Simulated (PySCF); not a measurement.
Electron correlation in F²⁺ (fluorine, charge +2)

[He] 2s2 2p3, high-spin 4S determinant. All numbers are calculated (PySCF 2.14, no relativity, point nucleus, in aug-cc-pwCVTZ (7s6p4d2f, 59 functions)). Frozen: nothing; 7 electrons correlated.

```json
{"level": "CCSD", "correlation energy (mhartree)": "-172.13"}
{"level": "(T)", "correlation energy (mhartree)": "-1.47"}
{"level": "CCSD(T)", "correlation energy (mhartree)": "-173.60"}
```

Diagnostics: T1 = 0.0025, D1 = 0.0077, largest double amplitude 0.027.

Cost of the coupled-cluster step: of the order of 4 core-seconds, for 7 correlated electrons.

Iterations:

```
CC2 = 0
CCSD nocc = (np.int64(5), np.int64(2)), nmo = (59, 59)
frozen orbitals [[], []]
max_cycle = 100
direct = 0
conv_tol = 1e-08
conv_tol_normt = 1e-06
diis_space = 8
diis_start_cycle = 0
Init t2, MP2 energy = -0.157406422151997
Init E_corr(UCCSD) = -0.157406422152084
cycle = 1  E_corr(UCCSD) = -0.16948240948879  dE = -0.0120759873  norm(t1,t2) = 0.0189636
cycle = 2  E_corr(UCCSD) = -0.171425656176574  dE = -0.00194324669  norm(t1,t2) = 0.00572889
cycle = 3  E_corr(UCCSD) = -0.172155526889474  dE = -0.000729870713  norm(t1,t2) = 0.00211373
cycle = 4  E_corr(UCCSD) = -0.172122439551883  dE = 3.30873376e-05  norm(t1,t2) = 0.000257767
cycle = 5  E_corr(UCCSD) = -0.1721265419577  dE = -4.10240582e-06  norm(t1,t2) = 4.55121e-05
cycle = 6  E_corr(UCCSD) = -0.172126704786222  dE = -1.62828522e-07  norm(t1,t2) = 4.69277e-06
cycle = 7  E_corr(UCCSD) = -0.172126668801216  dE = 3.59850066e-08  norm(t1,t2) = 7.79306e-07
cycle = 8  E_corr(UCCSD) = -0.172126669859533  dE = -1.05831741e-09  norm(t1,t2) = 8.7907e-08
UCCSD converged
E(UCCSD) = -97.77679900298855  E_corr = -0.172126669859533
UCCSD(T) correction = -0.00147164838032032
```
